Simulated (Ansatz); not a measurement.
A nudged elastic band was laid between two geometries of H6O2Si2 (10 atoms, charge 0, multiplicity 1).

Level of theory: UKS PBE/cc-pVDZ in Ansatz.

```yaml
movable_images: 5
climbing_image: yes
spring: 5.0 eV/Å²
optimiser: quadratic models (default)
start_path: through a guess of the saddle point
force_threshold: 0.05 eV/Å
iteration_limit: 60
end_points: relaxed
```

Image 0:

```xyz
10
Properties=species:S:1:pos:R:3
O -1.349 0.398 -1.478
Si 0.060 0.604 -0.540
O 1.458 -0.028 -1.285
Si -0.048 -0.559 1.508
H -1.599 -0.541 -1.580
H 0.125 2.105 -0.408
H 1.701 0.445 -2.105
H -0.267 -2.032 1.251
H -1.213 -0.050 2.325
H 1.216 -0.392 2.316
```

Image 6:

```xyz
10
Properties=species:S:1:pos:R:3
O -1.255 0.694 -1.037
Si 0.699 1.070 -0.097
O 1.235 -0.171 -1.257
Si 0.052 -0.561 1.589
H -0.777 0.022 -1.593
H -1.418 1.442 -1.651
H 1.789 0.254 -1.942
H -0.557 -1.827 1.014
H -0.947 0.006 2.579
H 1.263 -0.981 2.399
```

Task: What changes between the two ends?

Result: Bonds broken: Si2–H6. Bonds formed: O1–H6.

Task: Give the energies along the band, and the barrier.

Result: The forces met the threshold. The highest image is number 4 of 0 to 6, 63.3 kcal/mol above the first end and 19.6 kcal/mol above the last; the last end lies 43.7 kcal/mol above the first. The profile has 2 maxima (images 1, 4) with wells between them (image 2): this band takes more than one step, which may be the mechanism or a detour left from its start path. Neighbouring images differ by up to 2.0 eV, so the band resolves the path poorly. A vibrational analysis at the climbing image gives one clearly imaginary mode, 1214i cm⁻¹: a first-order saddle point. The orbitals stay closed-shell, which can raise the energy where a bond breaks towards radicals; this wasn't checked here.

```csv
image,path coordinate (Å),energy (kcal/mol),Si2–H6 (Å),O1–H6 (Å)
0,0.00,0.0,1.51,2.50
1,0.78,2.4,1.51,2.57
2,1.56,2.0,1.52,2.63
3,2.34,17.3,1.50,2.16
4,3.12,63.3,1.63,1.34
5,3.91,45.8,2.39,0.98
6,4.70,43.7,2.65,0.98
```

Task: What is the geometry of the highest image?

Result: 
```xyz
10
Properties=species:S:1:pos:R:3
O -1.469 0.468 -1.148
Si 0.331 0.745 -0.317
O 1.411 -0.205 -1.267
Si 0.072 -0.582 1.642
H -1.274 0.167 -2.066
H -0.807 1.628 -1.082
H 1.809 0.328 -1.983
H -0.299 -2.000 1.269
H -1.032 0.002 2.491
H 1.340 -0.604 2.465
```

The band took 20 iterations and of the order of 4 core-minutes.

Run time: 2.3 min on 2 threads of Intel(R) Xeon(R) 6975P-C (Granite Rapids), with other jobs on the host, peak memory 0.19 GiB.
